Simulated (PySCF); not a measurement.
From one molecule to another.

First species: C4H13ClOSi2.
Z-matrix (Å and degrees, GFN2-xTB geometry), rows numbered from 1:
```
C 
O   1  1.3982
Si  2  1.6303  1  128.03
Si  3  2.3156  2  112.17  1   -59.44
Cl  3  2.0547  2  107.03  1    62.00
C   3  1.9100  2  101.82  1   175.70
C   6  1.5257  3  110.76  2  -173.25
C   6  1.5266  3  111.03  2    64.14
H   1  1.0899  2  107.90  3  -173.98
H   1  1.0930  2  110.54  3    66.33
H   1  1.0922  2  110.63  3   -54.32
H   4  1.4647  3  112.62  2  -169.00
H   4  1.4685  3  113.05  2    69.56
H   4  1.4685  3  110.80  2   -49.18
H   6  1.0959  3  109.17  2   -54.57
H   7  1.0891  6  110.65  3   178.39
H   7  1.0874  6  110.95  3    58.22
H   7  1.0888  6  110.57  3   -61.91
H   8  1.0891  6  110.52  3  -178.24
H   8  1.0888  6  110.57  3    62.00
H   8  1.0866  6  110.51  3   -58.08
```

Second species: P2F4.
SMILES with atom numbers: `[F:1][P:2]([F:3])[P:4]([F:5])[F:6]`

Levels: PBE0/pcSseg-1 for dipole moment, HOMO energy, LUMO energy and HOMO–LUMO gap; GFN2-xTB for rotational constant A and rotational constant C. Geometries: GFN2-xTB. Each species is one conformer at its optimised geometry, gas phase, non-relativistic unless stated. Electronic properties by PySCF.

The conformers computed, where there is a choice (atom-mapped SMILES and torsion angles):
- `[CH3:1][O:2][Si@@:3]([SiH3:4])([Cl:5])[CH:6]([CH3:7])[CH3:8]`: C1–O2–Si3–Si4 -59°, O2–Si3–C6–C7 -173°
- `[F:1][P:2]([F:3])[P:4]([F:5])[F:6]`: F1–P2–P4–F5 180°

```json
{"property": "dipole moment", "column X": "1.35 D", "column Y": "0.00 D"}
{"property": "HOMO energy", "column X": "-7.69 eV", "column Y": "-7.61 eV"}
{"property": "LUMO energy", "column X": "-0.18 eV", "column Y": "-1.97 eV"}
{"property": "HOMO–LUMO gap", "column X": "7.51 eV", "column Y": "5.64 eV"}
{"property": "rotational constant A", "column X": "1.125 GHz", "column Y": "3.738 GHz"}
{"property": "rotational constant C", "column X": "0.855 GHz", "column Y": "1.384 GHz"}
```

Which column belongs to which species?

Column X is the first species and column Y the second. The first has 21 atoms and 90 electrons, the second 6 and 66.

How does each property change from the first species to the second?

dipole moment -1.35 D; HOMO energy +0.08 eV; LUMO energy -1.79 eV; HOMO–LUMO gap -1.87 eV; rotational constant A +2.613 GHz; rotational constant C +0.529 GHz.

On the first: A dipole of 1.35 D is allowed in C1, and pure rotational transitions are dipole-allowed. The dipole equals about 4.5 × 10⁻³⁰ C·m (1 D = 3.33564 × 10⁻³⁰ C·m).

On the second: Point group C2h forbids a permanent dipole, so the rigid molecule has no electric-dipole pure rotational spectrum.
